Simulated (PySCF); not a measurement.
Field gradients at the hydrogen positions

C₅H₈OS.
Numbering: `[CH3:1][S@@:2](=[O:3])[C@@H:4]1[C@@H:5]2[CH2:6][C@H:7]12` (hydrogens: H8, H9, H10 on C1; H11 on C4; H12 on C5; H13, H14 on C6; H15 on C7)

Structure used (GFN2-xTB), in Å, numbered top down from 1:
```
atom  x, y, z in Å
C1     1.934    0.817    0.411
S2     1.238   -0.074   -1.053
O3     2.168   -1.168   -1.335
C4    -0.110   -0.878   -0.071
C5    -1.519   -0.875   -0.556
C6    -1.687    0.610   -0.573
C7    -1.143   -0.075    0.642
H8     1.200    1.536    0.754
H9     2.168    0.098    1.188
H10    2.839    1.323    0.092
H11    0.283   -1.781    0.385
H12   -2.206   -1.670   -0.750
H13   -2.697    0.998   -0.519
H14   -1.022    1.208   -1.184
H15   -1.452   -0.061    1.665
```

Level: PBE0/pcSseg-1 (PySCF, non-relativistic); Q(2H) = 0.00286 b; rigid geometry, the same for H and D, with no vibrational averaging.

**Question.** Rank these positions by the coupling χzz of a deuteron there, largest first.
A. H11 (methine hydrogen)
B. H13 (methylene hydrogen)
C. H12 (methine hydrogen)

**Answer.** C (239 kHz), B (217 kHz), A (211 kHz).

**Question.** Tabulate Vzz, the asymmetry η and χzz = 234.96 MHz × Q × Vzz for every hydrogen position.

**Answer.** 
| atom | bonded to | bond length (Å) | Vzz (au) | η | χzz (kHz) |
| --- | --- | --- | --- | --- | --- |
| H8 | C1 | 1.084 | 0.3201 | 0.03 | 215 |
| H9 | C1 | 1.084 | 0.3191 | 0.03 | 214 |
| H10 | C1 | 1.085 | 0.3182 | 0.03 | 214 |
| H11 | C4 | 1.085 | 0.3137 | 0.08 | 211 |
| H12 | C5 | 1.068 | 0.3554 | 0.05 | 239 |
| H13 | C6 | 1.083 | 0.3231 | 0.06 | 217 |
| H14 | C6 | 1.082 | 0.3176 | 0.09 | 213 |
| H15 | C7 | 1.069 | 0.3550 | 0.05 | 239 |

**Question.** How does χzz go with the bond length over the 8 C–H bonds?

**Answer.** A straight-line fit has a slope of -16.2 kHz for each 0.01 Å, with a correlation coefficient of -0.99, over lengths from 1.068 to 1.085 Å. The longer bonds have the smaller couplings here.

Isolated species at its GFN2-xTB geometry (one conformer only). GFN2-xTB bond lengths can be off by several hundredths of an ångström, more for odd bonds, and the gradients follow them. The small basis limits the accuracy of the gradients.
